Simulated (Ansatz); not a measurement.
Cl$_{3}$FSi (`F[Si](Cl)(Cl)Cl`) at its PBE0-D4/def2-TZVP geometry, where that method's forces vanish. The species carries charge 0 and has multiplicity 1.

```xyz
5

F     0.2276    0.9476    1.3199
Si    0.0091    0.0379    0.0529
Cl   -1.7440   -0.9319    0.2626
Cl    1.5342   -1.2733   -0.0574
Cl   -0.0270    1.2197   -1.5780
```

(1) What forces (eV/Å) does PBE-D4/def2-TZVPP give on these atoms in Ansatz? (Best estimate.)

## Answers

(1) The calculation gave: 
```
F1   0.102  0.424  0.590
Si2 -0.052 -0.217 -0.303
Cl3 -0.322 -0.180  0.036
Cl4  0.280 -0.243 -0.022
Cl5 -0.007  0.216 -0.302
```
